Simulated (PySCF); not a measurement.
**Scalar relativity in Al⁻ (aluminium, charge -1)**

[Ne] 3s2 3p2, high-spin 3P determinant; UHF calculated with PySCF 2.14 in dyall-av3z, once non-relativistic with a point nucleus and once with spin-free X2C-1e and a Gaussian nucleus.

| shell | ε non-rel. (eV) | rms r non-rel. (bohr, spins averaged) |
| --- | --- | --- |
| 1s α | -1586.6 | 0.1395 |
| 1s β | -1586.5 | 0.1395 |
| 2s α | -128.32 | 0.6775 |
| 2s β | -128.24 | 0.6775 |
| 2p α | -82.378 | 0.6745 |
| 2p β | -82.156 | 0.6745 |
| 3s α | -6.855 | 2.989 |
| 3s β | -4.497 | 2.989 |
| 3p α | -0.612 | 5.154 |

Problem. How does scalar relativity move these shells?

Solution. 1s α: ε -1589.9 eV, radius -0.34 %; 1s β: ε -1589.8 eV, radius -0.34 %; 2s α: ε -128.82 eV, radius -0.27 %; 2s β: ε -128.74 eV, radius -0.27 %; 2p α: ε -82.341 eV, radius -0.05 %; 2p β: ε -82.119 eV, radius -0.05 %; 3s α: ε -6.882 eV, radius -0.23 %; 3s β: ε -4.536 eV, radius -0.23 %; 3p α: ε -0.607 eV, radius 0.21 %.

The total energy goes from -241.8811 to -242.3177 hartree.

Relativity contracts and stabilises s shells directly. The contracted s shells screen the nucleus better, so for spin-averaged p shells the direct and indirect effects partly cancel.
